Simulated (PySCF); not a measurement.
# C6H9NOSi: full NMR table

| Property | Result |
| --- | --- |
| Formula | C6H9NOSi |
| SMILES | N#CC[SiH2]O[C@]12C[C@H]1C2 |
| Point group of the computed structure | C1 |
| Degrees of unsaturation | 4 |
| Carbon signals | 5 |
| Proton signals | 5 |

Mapped SMILES: `[N:1]#[C:2][CH2:3][SiH2:4][O:5][C@:6]12[CH2:7][C@H:8]1[CH2:9]2`; H(Xn) means a hydrogen on atom n. Ha(C9) is cis to C7 on the ring; Ha(C7) is cis to C9 on the ring; Hb(C9) is trans to C7 on the ring; Hb(C7) is trans to C9 on the ring.

Single conformer, no solvent model, no relativistic terms, averaged over atoms made equivalent by symmetry, fast rotation or ring inversion. Geometry: GFN2-xTB; σ from GIAO-PBE0/pcSseg-1; PySCF.

References, each an isolated molecule treated in the same way: ¹H and ¹³C and ²⁹Si vs TMS; ¹⁵N against NH3; ¹⁷O against H2O.

```tsv
carbon	δC, type	δH (multiplicity)	HMBC from (2–3 bonds)	span of the C tensor (ppm)
C2	119.6, C	–	H(Si4), H(C3)	340
C3	0.4, CH2	1.95 (t)	H(Si4)	36
C6	53.9, C	–	H(Si4), H(C8), Hb(C7)/Hb(C9), Ha(C7)/Ha(C9)	86
C7/C9	35.4, CH2	Hb(C7) 1.95 (m); Ha(C7) 0.84 (m)	H(C8), Hb(C7)/Hb(C9), Ha(C7)/Ha(C9)	29
C8	3.9, CH	1.97 (m)	Hb(C7)/Hb(C9), Ha(C7)/Ha(C9)	45
```

Other nuclei:
| atoms | nucleus | environment | δ (ppm) | σ (ppm) |
| --- | --- | --- | --- | --- |
| H(Si4) | ¹H | hydrogen on a silicon bonded to C, O | 4.88 | 26.84 |
| Si4 | ²⁹Si | silicon bonded to C, O, 2 H | -23.1 | 372.2 |
| N1 | ¹⁵N | nitrile nitrogen | 297.2 | -29.5 |
| O5 | ¹⁷O | oxygen bonded to C, Si | 13.0 | 323.1 |

1. Carbon types of the structure: 2 × C, 1 × CH, 3 × CH2, leaving 2 H on heteroatoms.
2. δC 119.6: nitrile carbon; this is the usual window of a C≡N carbon, which has no attached hydrogen.
3. δC 53.9, 35.4, 3.9: three-membered-ring carbon.
4. δC 0.4: sp3 CH2 bonded to Si, α to a nitrile; an electropositive neighbour leaves it electron-rich and shielded.
5. δH 1.97, 1.95, 0.84: hydrogen on a three-membered-ring carbon.
6. δH 1.95: hydrogen on an sp3 CH2 bonded to Si, α to a nitrile.

Shifts are as computed. Against solution values, carbons near 30 ppm lie about +3 ppm off and those near 130 ppm about +5 ppm. Of 1309 compounds with measured shifts, 239 miss one by over three times the rms of a fit or turn the order of signals round; such compounds aren't used in these exercises. Experimental scales use liquid or dissolved standards, which lie at an offset from isolated NH3 (liquid NH3: subtract about 20 ppm) and H2O (liquid H2O: subtract about 36 ppm). Unscaled 15N shifts of sp2 nitrogen come out 20 to 40 ppm too high even then. Multiplicities follow the n + 1 count of equivalent neighbours, as no J values were calculated; m marks all less simple cases, F and P coupling included.
